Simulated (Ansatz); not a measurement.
C₁₁H₁₄OZr (`[CH3][Zr]12345678([OH])([C@H]9[C@@H]1[C@@H]2[C@@H]3[C@H]94)[C@H]1[C@@H]5[C@@H]6[C@@H]7[C@H]18`) at its PBE0-D4/def2-TZVP geometry, where that method's forces vanish. Total charge 0; spin multiplicity 1. Zr: def2 effective core potential.

```xyz
27

C    -0.4892   -2.2308    0.4813
Zr    0.0377   -0.1789   -0.3597
O     0.2527   -0.6821   -2.2583
C     1.9181   -0.6239    1.3034
C     2.4568   -0.8746    0.0197
C     2.5070    0.3427   -0.6784
C     1.9736    1.3471    0.1552
C     1.6288    0.7483    1.3917
C    -1.7155    1.4536   -1.1962
C    -1.2155    1.9788    0.0112
C    -1.6083    1.1131    1.0578
C    -2.3493    0.0570    0.4937
C    -2.4097    0.2628   -0.8991
H    -0.6918   -2.2542    1.5569
H     0.3349   -2.9241    0.2845
H    -1.3772   -2.6189   -0.0297
H    -0.3976   -0.6872   -2.9587
H     1.7515   -1.3606    2.0740
H     2.7473   -1.8392   -0.3688
H     2.8254    0.4709   -1.7016
H     1.8832    2.3943   -0.0929
H     1.2116    1.2570    2.2480
H    -1.5683    1.8785   -2.1783
H    -0.6454    2.8890    0.1189
H    -1.3866    1.2414    2.1068
H    -2.7830   -0.7708    1.0317
H    -2.8913   -0.3894   -1.6131
```

Q: What forces (eV/Å) does B3LYP-D4/def2-TZVPP give on these atoms in Ansatz? (Estimate.)

A: Computed: 
```
C1  -0.038 -0.210  0.042
Zr2 -0.019 -0.121 -0.045
O3   0.010 -0.061 -0.182
C4   0.061 -0.142  0.223
C5   0.160 -0.208 -0.067
C6   0.177  0.046 -0.193
C7   0.072  0.262 -0.036
C8  -0.008  0.122  0.241
C9  -0.052  0.158 -0.211
C10  0.046  0.270  0.028
C11 -0.031  0.065  0.260
C12 -0.202 -0.122  0.141
C13 -0.195 -0.107 -0.151
H14  0.010 -0.006 -0.061
H15 -0.056  0.030  0.018
H16  0.052  0.012  0.037
H17  0.001 -0.013 -0.045
H18  0.021  0.068 -0.063
H19 -0.020  0.080  0.035
H20 -0.019 -0.007  0.088
H21  0.011 -0.088  0.023
H22  0.039 -0.044 -0.072
H23 -0.015 -0.033  0.079
H24 -0.053 -0.076 -0.009
H25 -0.022 -0.008 -0.087
H26  0.031  0.081 -0.048
H27  0.038  0.054  0.057
```

B3LYP here is the variant with VWN-RPA as its local correlation; programs differ in this.
